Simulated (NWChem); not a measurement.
Isomers of C2H4BNO, each optimised at B3LYP/6-31G* with NWChem, gas phase unless a solvent is named. Flexible species stand in one conformer each, which need not be the lowest. Pople sets run with spherical d functions.

A: C#CB(N)O
B: B1(CN=C1)O
C: CBN=C=O

Rank them by orbital gap (eV), B3LYP/6-31G*, lowest first.

B (5.35), C (6.34), A (7.13)
